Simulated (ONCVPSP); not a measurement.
# Hf (Z = 72): variants of one ONCV potential

Base potential:

```json
{
  "Element": "Hf (Z = 72)",
  "Generator": "ONCVPSP 4.0.1",
  "Type": "optimised norm-conserving Vanderbilt (ONCV)",
  "Functional": "PBE",
  "Relativity": "fully relativistic",
  "Frozen core": "[Kr] 4d10 4f14 5s2",
  "Valence charge": "10",
  "Reference configuration": "5p6 5d2 6s1 (charge +1)",
  "Partial waves": "6s: rc 3.05 bohr, ncon 4, nbas 8, qcut 2.1 1/bohr, 2 projectors, debl 2.9 Ha; 5p: rc 1.45 bohr, ncon 4, nbas 7, qcut 6.8 1/bohr, 2 projectors, debl 0.7 Ha; 5d: rc 3.00 bohr, ncon 4, nbas 9, qcut 5.6 1/bohr, 2 projectors, debl 2.4 Ha",
  "Local potential": "polynomial inside 1.40 bohr (lpopt 5, dvloc0 4 Ha)",
  "Core correction": "Teter function fitted to the true core (icmod 2), fcfact 0.3"
}
```

Open shells are filled in proportion to 2j + 1.

In the p channel the program set the typed energies aside and used -1.481, 0.250 Ha (j = l + 1/2; the other j can differ).

Cutoffs, loose and tight: the cutoffs (Ha) at which the residual kinetic energy of the hardest occupied pseudo-wave falls to 1 and 0.1 mHa per electron. They do not see the model core or the augmentation charge, which bear on the density cutoff. Test errors are all-electron minus pseudo excitation energies from the reference, over the configurations 5p6 5d2 6s2; 5p6 5d2 6s0; 5p6 5d1 6s0; 5p6 5d1 6s2. A dash means not determined; rows that change the core or the reference have their own tests. The largest error is taken over the tests solved by every variant that gives reliable tests at all: 5p6 5d1 6s2; 5p6 5d2 6s0; 5p6 5d2 6s2.

| change | outcome | cutoff, loose | cutoff, tight | bound ghosts | GHOST(+) flags above zero | largest test error (meV) |
| --- | --- | --- | --- | --- | --- | --- |
| base | generated, projector energies reset by the program | 23 Ha | 64 Ha | none | s | -5.4 |
| scalar-relativistic | generated, projector energies reset by the program | 23 Ha | 63 Ha | none | s | -7.6 |
| d: rc 4.22 | failed: ERROR pspot: first pseudo wave function has node, program will stop | – | – | – | – | – |
| p: nproj 3 | generated, projector energies reset by the program | 23 Ha | 64 Ha | none | s, p3/2, p1/2 | -5.4 |
| s: qcut 3.2 | failed: ERROR pspot: first pseudo wave function has node, program will stop | – | – | – | – | – |
| s: ncon 3, nbas 7 | generated, projector energies reset by the program | 23 Ha | 64 Ha | none | s | +8.0 |
